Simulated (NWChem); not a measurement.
All runs are NWChem calculations. System: bromine (Br2), charge 0, spin multiplicity 1, at a geometry optimised with PBE0/def2-SVP. Level: CR-CCSD(T)/def2-SVP, 18 core orbitals frozen.

The NWChem input:

```
start mol
memory heap 100 mb stack 700 mb global 1900 mb
geometry units angstroms nocenter noautoz
  Br     0.000000     0.000000     1.149171
  Br     0.000000     0.000000    -1.149171
  symmetry group D2h
end
basis spherical
  * library def2-svp
end
scf
  rhf
  nopen 0
  maxiter 100
  thresh 1e-7
  semidirect memsize 60000000 filesize 0
end
tce
  freeze core 18
  cr-ccsd(t)
  2eorb
  2emet 13
  thresh 1e-6
  maxiter 100
  tilesize 24
end
task tce energy
```

NWChem printed:

```
             Northwest Computational Chemistry Package (NWChem) 7.3.0
             --------------------------------------------------------

                                NWChem Input Module
                                -------------------

 Scaling coordinates for geometry "geometry" by  1.889725989
 (inverse scale =  0.529177249)

 Turning off AUTOSYM since
 SYMMETRY directive was detected!

                             Geometry "geometry" -> ""
                             -------------------------

 Output coordinates in angstroms (scale by  1.889725989 to convert to a.u.)

  No.       Tag          Charge          X              Y              Z
 ---- ---------------- ---------- -------------- -------------- --------------
    1 Br                  35.0000     0.00000000     0.00000000     1.14917100
    2 Br                  35.0000     0.00000000     0.00000000    -1.14917100

 Effective nuclear repulsion energy (a.u.)     282.0477239787

            Nuclear Dipole moment (a.u.)
            ----------------------------
        X                 Y               Z
 ---------------- ---------------- ----------------
     0.0000000000     0.0000000000     0.0000000000

      Symmetry information
      --------------------

 Group name             D2h
 Group number             26
 Group order               8
 No. of unique centers     1

      Symmetry unique atoms

     1


 Summary of "ao basis" -> "" (spherical)
 ------------------------------------------------------------------------------
       Tag                 Description            Shells   Functions and Types
 ---------------- ------------------------------  ------  ---------------------
 *                          def2-svp                  on all atoms

 Summary of "ao basis" -> "ao basis" (spherical)
 ------------------------------------------------------------------------------
       Tag                 Description            Shells   Functions and Types
 ---------------- ------------------------------  ------  ---------------------
 Br                         def2-svp                12       32   5s4p3d

                                 NWChem SCF Module
                                 -----------------

  ao basis        = "ao basis"
  functions       =    64
  atoms           =     2
  closed shells   =    35
  open shells     =     0
  charge          =   0.00
  wavefunction    = RHF
  use symmetry    = T
  symmetry adapt  = T

 Summary of "ao basis" -> "ao basis" (spherical)
 ------------------------------------------------------------------------------
       Tag                 Description            Shells   Functions and Types
 ---------------- ------------------------------  ------  ---------------------
 Br                         def2-svp                12       32   5s4p3d

      Symmetry analysis of basis
      --------------------------

        ag         15
        au          3
        b1g         3
        b1u        15
        b2g         7
        b2u         7
        b3g         7
        b3u         7

 Forming initial guess at       0.0s

      Superposition of Atomic Density Guess
      -------------------------------------

 Sum of atomic energies:       -5144.17161704

      Non-variational initial energy
      ------------------------------

 Total energy =   -5144.262369
 1-e energy   =   -7727.247568
 2-e energy   =    2300.937475
 HOMO         =      -0.322349
 LUMO         =      -0.120799

      Symmetry analysis of molecular orbitals - initial
      -------------------------------------------------

 !! scf_movecs_sym_adapt:   40 vectors were symmetry contaminated

  Symmetry fudging

 !! scf_movecs_sym_adapt:   38 vectors were symmetry contaminated

  Numbering of irreducible representations:

     1 ag          2 au          3 b1g         4 b1u         5 b2g
     6 b2u         7 b3g         8 b3u

  Orbital symmetries:

     1 b1u         2 ag          3 b1u         4 ag          5 ag
     6 b1u         7 b3g         8 b2g         9 b2u        10 b3u
    11 ag         12 b1u        13 ag         14 b1u        15 b2u
    16 b3u        17 b3g        18 b2g        19 ag         20 b3u
    21 b2u        22 b3g        23 b2g        24 b1u        25 b1g
    26 ag         27 b1u        28 au         29 ag         30 b1u
    31 ag         32 b3u        33 b2u        34 b3g        35 b2g
    36 b1u        37 ag         38 b1u        39 b3u        40 b2u
    41 ag         42 b1g        43 ag         44 au         45 b1u

 Starting SCF solution at       0.3s

 ----------------------------------------------
         Quadratically convergent ROHF

 Convergence threshold     :          1.000E-07
 Maximum no. of iterations :          100
 Final Fock-matrix accuracy:          1.000E-09
 ----------------------------------------------

              iter       energy          gnorm     gmax       time
             ----- ------------------- --------- --------- --------
                 1    -5144.1741144576  3.63D-01  2.02D-01      0.3
                 2    -5144.1842526286  9.56D-02  2.81D-02      0.3
                 3    -5144.1849845743  4.81D-03  1.64D-03      0.4
                 4    -5144.1849864205  8.09D-06  3.83D-06      0.4
                 5    -5144.1849864205  1.97D-09  7.08D-10      0.4

       Final RHF  results
       ------------------

         Total SCF energy =  -5144.184986420513
      One-electron energy =  -7726.116036071193
      Two-electron energy =   2299.883325671990
 Nuclear repulsion energy =    282.047723978690

        Time for solution =      0.1s

       Symmetry analysis of molecular orbitals - final
[...]
    16 b2u        17 b2g        18 b3g        19 ag         20 b1u
    21 b2u        22 b3u        23 b3g        24 b2g        25 ag
    26 b1g        27 b1u        28 au         29 ag         30 b1u
    31 ag         32 b2u        33 b3u        34 b3g        35 b2g
    36 b1u        37 ag         38 b1u        39 b2u        40 b3u
    41 ag         42 ag         43 b1g        44 b1u        45 au

             Final eigenvalues
             -----------------

              1
    1 -490.0206
    2 -490.0206
    3  -65.1884
    4  -65.1884
    5  -58.5609
    6  -58.5609
    7  -58.5584
    8  -58.5584
    9  -58.5584
   10  -58.5584
   11   -9.8794
   12   -9.8793
   13   -7.4982
   14   -7.4980
   15   -7.4849
   16   -7.4849
   17   -7.4849
   18   -7.4849
   19   -3.2422
   20   -3.2401
   21   -3.2361
   22   -3.2361
   23   -3.2354
   24   -3.2354
   25   -3.2210
   26   -3.2210
   27   -3.2210
   28   -3.2210
   29   -1.1007
   30   -0.9478
   31   -0.5320
   32   -0.5027
   33   -0.5027
   34   -0.4058
   35   -0.4058
   36    0.0061
   37    0.4352
   38    0.5422
   39    0.5569
   40    0.5569
   41    0.5633
   42    0.6759
   43    0.6759
   44    0.7429
   45    0.7429

                       ROHF Final Molecular Orbital Analysis
                       -------------------------------------

 Vector   33  Occ=2.000000D+00  E=-5.026943D-01  Symmetry=b3u
              MO Center= -2.6D-15, -4.0D-30,  8.8D-18, r^2= 2.5D+00
   Bfn.  Coefficient  Atom+Function         Bfn.  Coefficient  Atom+Function
  ----- ------------  ---------------      ----- ------------  ---------------
    15      0.396753  1 Br px                47      0.396753  2 Br px
    12      0.371834  1 Br px                44      0.371834  2 Br px
     9     -0.244125  1 Br px                41     -0.244125  2 Br px

 Vector   34  Occ=2.000000D+00  E=-4.057740D-01  Symmetry=b3g
              MO Center= -6.9D-29, -2.6D-18, -2.1D-16, r^2= 2.9D+00
   Bfn.  Coefficient  Atom+Function         Bfn.  Coefficient  Atom+Function
  ----- ------------  ---------------      ----- ------------  ---------------
    16      0.470667  1 Br py                48     -0.470667  2 Br py
    13      0.403291  1 Br py                45     -0.403291  2 Br py
    10     -0.261714  1 Br py                42      0.261714  2 Br py

 Vector   35  Occ=2.000000D+00  E=-4.057740D-01  Symmetry=b2g
              MO Center=  2.4D-17, -1.7D-28,  8.9D-17, r^2= 2.9D+00
   Bfn.  Coefficient  Atom+Function         Bfn.  Coefficient  Atom+Function
  ----- ------------  ---------------      ----- ------------  ---------------
    15      0.470667  1 Br px                47     -0.470667  2 Br px
    12      0.403291  1 Br px                44     -0.403291  2 Br px
     9     -0.261714  1 Br px                41      0.261714  2 Br px

 Vector   36  Occ=0.000000D+00  E= 6.142707D-03  Symmetry=b1u
              MO Center= -4.0D-18, -9.5D-18,  5.0D-16, r^2= 3.4D+00
   Bfn.  Coefficient  Atom+Function         Bfn.  Coefficient  Atom+Function
  ----- ------------  ---------------      ----- ------------  ---------------
    17      0.736939  1 Br pz                49      0.736939  2 Br pz
    14      0.358032  1 Br pz                46      0.358032  2 Br pz
    11     -0.248679  1 Br pz                43     -0.248679  2 Br pz
     4     -0.226667  1 Br s                 36      0.226667  2 Br s
     5     -0.221506  1 Br s                 37      0.221506  2 Br s

 Vector   37  Occ=0.000000D+00  E= 4.352179D-01  Symmetry=ag
              MO Center=  6.3D-16, -1.1D-15,  2.0D-15, r^2= 3.7D+00
   Bfn.  Coefficient  Atom+Function         Bfn.  Coefficient  Atom+Function
  ----- ------------  ---------------      ----- ------------  ---------------
     4      1.371783  1 Br s                 36      1.371783  2 Br s
     5     -1.177451  1 Br s                 37     -1.177451  2 Br s
     3     -0.399763  1 Br s                 35     -0.399763  2 Br s
    30      0.230107  1 Br d  0              62      0.230107  2 Br d  0

 Vector   38  Occ=0.000000D+00  E= 5.421731D-01  Symmetry=b1u
              MO Center= -1.4D-17,  1.5D-19, -2.8D-15, r^2= 4.5D+00
   Bfn.  Coefficient  Atom+Function         Bfn.  Coefficient  Atom+Function
  ----- ------------  ---------------      ----- ------------  ---------------
     5      1.822735  1 Br s                 37     -1.822735  2 Br s
     4     -1.558162  1 Br s                 36      1.558162  2 Br s
     3      0.402982  1 Br s                 35     -0.402982  2 Br s
    17     -0.251748  1 Br pz                49     -0.251748  2 Br pz
    14     -0.196299  1 Br pz                46     -0.196299  2 Br pz

 center of mass
 --------------
 x =   0.00000000 y =   0.00000000 z =   0.00000000

 moments of inertia (a.u.)
 ------------------
         753.760609686720           0.000000000000           0.000000000000
           0.000000000000         753.760609686720           0.000000000000
           0.000000000000           0.000000000000           0.000000000000

  Mulliken analysis of the total density
  --------------------------------------

    Atom       Charge   Shell Charges
 -----------   ------   -------------------------------------------------------
    1 Br  35    35.00   2.00  2.00  2.00  1.39  0.58  6.00  5.99  2.24  2.76  8.23  1.73  0.09
    2 Br  35    35.00   2.00  2.00  2.00  1.39  0.58  6.00  5.99  2.24  2.76  8.23  1.73  0.09

       Multipole analysis of the density wrt the origin
       ------------------------------------------------

     L   x y z        total         open         nuclear
     -   - - -        -----         ----         -------
     0   0 0 0     -0.000000      0.000000     70.000000

     1   1 0 0      0.000000      0.000000      0.000000
     1   0 1 0     -0.000000      0.000000      0.000000
     1   0 0 1     -0.000000      0.000000      0.000000

     2   2 0 0    -27.714081      0.000000      0.000000
     2   1 1 0      0.000000      0.000000      0.000000
     2   1 0 1     -0.000000      0.000000      0.000000
     2   0 2 0    -27.714081      0.000000      0.000000
     2   0 1 1      0.000000      0.000000      0.000000
     2   0 0 2    -23.832845      0.000000    330.114824

                   NWChem Extensible Many-Electron Theory Module
                   ---------------------------------------------


            General Information
            -------------------
      Number of processors :     1
         Wavefunction type : Restricted Hartree-Fock
          No. of electrons :    70
           Alpha electrons :    35
            Beta electrons :    35
           No. of orbitals :   128
            Alpha orbitals :    64
             Beta orbitals :    64
        Alpha frozen cores :    18
         Beta frozen cores :    18
     Alpha frozen virtuals :     0
      Beta frozen virtuals :     0
         Spin multiplicity : singlet
    Number of AO functions :    64
       Number of AO shells :    24
        Use of symmetry is : on
      Symmetry adaption is : on
         Schwarz screening : 0.10D-09

          Correlation Information
          -----------------------
          Calculation type : Coupled-cluster singles & doubles w/ perturbation
   Perturbative correction : Completely renormalized (T)
            Max iterations :      100
        Residual threshold : 0.10D-05
     T(0) DIIS level shift : 0.00D+00
     L(0) DIIS level shift : 0.00D+00
     T(1) DIIS level shift : 0.00D+00
     L(1) DIIS level shift : 0.00D+00
     T(R) DIIS level shift : 0.00D+00
     T(I) DIIS level shift : 0.00D+00
   CC-T/L Amplitude update :  5-th order DIIS
                I/O scheme : Global Array Library
        L-threshold :  0.10D-05
        EOM-threshold :  0.10D-05
 no EOMCCSD initial starts read in
 TCE RESTART OPTIONS
 SLICE:      F
 D4D5:       F
 quantumc:   F
 qrotation:  F
 pwtce:      F
 qducc:      F
 nacto:                         0
 nrotv:                         0
 nrot:                          0

            Memory Information
            ------------------
          Available GA space size is     249032704 doubles
          Available MA space size is     104854156 doubles

 Maximum block size supplied by input
 Maximum block size        24 doubles

 tile_dim =      7

 -------------------------------------------------

 Global array virtual files algorithm will be used

 Parallel file system coherency ......... OK

 4-electron integrals stored in orbital form

 v2    file size   =            97063
 4-index algorithm nr.  13 is used
 imaxsize =       30
 imaxsize ichop =        0


CCSD iterations
 ---------------------------------------------------------
 Iter          Residuum       Correlation     Cpu    Wall
 ---------------------------------------------------------
    1   0.1584642761303  -0.4591617784927     1.9     1.9
    2   0.0303936399480  -0.4581281504574     1.9     1.9
    3   0.0100628885047  -0.4638575183201     2.0     2.0
    4   0.0039432720832  -0.4645514747848     2.0     2.0
    5   0.0017413775566  -0.4649725377205     1.9     1.9
    6   0.0005389227362  -0.4651614268376     1.9     1.9
    7   0.0002791052590  -0.4651842260110     1.9     1.9
    8   0.0001685149365  -0.4651861400793     1.9     1.9
    9   0.0001051307016  -0.4651862044049     1.9     1.9
   10   0.0000661225489  -0.4651868569152     1.9     1.9
   11   0.0000050212031  -0.4651881395257     1.9     1.9
   12   0.0000018578991  -0.4651881191697     1.9     1.9
   13   0.0000009883083  -0.4651881732189     1.9     1.9
 -----------------------------------------------------------------
 Iterations converged
 CCSD correlation energy / hartree =        -0.465188173218854
 CCSD total energy / hartree       =     -5144.650174593732118

 Singles contributions

 Doubles contributions
    36b1u (alpha)    36b1u (beta ) ---    31ag  (alpha)    31ag  (beta )       -0.1194566048
 CR-CCSD(T)

 CR-CCSD[T]  correction energy / hartree =        -0.008506568899791
 CR-CCSD[T] correlation energy / hartree =        -0.473694742118645
 CR-CCSD[T] total energy / hartree       =     -5144.658681162632092
 CR-CCSD(T)  correction energy / hartree =        -0.008158785216746
 CR-CCSD(T) correlation energy / hartree =        -0.473346958435600
 CR-CCSD(T) total energy / hartree       =     -5144.658333378948555

 Task  times  cpu:       37.7s     wall:       37.7s

 Total times  cpu:       37.7s     wall:       37.7s
```
